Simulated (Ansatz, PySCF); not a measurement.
This PySCF input computes a r2SCAN/def2-TZVPD energy:

```python
from pyscf import gto, scf, dft

mol = gto.M(
    atom='''
    Sn    0.09740211   -0.03165400   -0.02386111
    O     1.78791550   -0.58104164   -0.43799501
    F    -0.94730905   -0.26704864    1.55563318
    F    -1.18307202    0.95938567   -1.03374258
    ''',
    basis='def2-tzvpd',
    ecp='def2-tzvp',
    charge=0,
    spin=0,
    verbose=4,
)

mf = dft.RKS(mol, xc='r2scan').density_fit(auxbasis='def2-universal-jkfit')
mf.grids.level = 4
mf.conv_tol = 1e-9
mf.max_cycle = 100
mf.max_memory = 1500
mf.kernel()
if not mf.converged:
    mf = mf.newton()
    mf.kernel(mf.make_rdm1())
mf.analyze()
```

### Question
Write an input for the same energy in Ansatz (an electronic-structure program) and say what it gives.

### Answer

Ansatz 0.2 input:
```yaml
crystal:
  periodic: [false, false, false]
  atoms:
    - {symbol: Sn, position_ang: [0.09740211, -0.03165400, -0.02386111]}
    - {symbol: O, position_ang: [1.78791550, -0.58104164, -0.43799501]}
    - {symbol: F, position_ang: [-0.94730905, -0.26704864, 1.55563318]}
    - {symbol: F, position_ang: [-1.18307202, 0.95938567, -1.03374258]}
basis:
  gaussian:
    orbitals: def2-TZVPD
hamiltonian:
  xc: {name: r2SCAN}
output: {forces: true}
```
It gives -489.31115 Eh, and PySCF -489.31123 Eh, a difference of 0.08 mEh, from the treatment of integrals and grids.
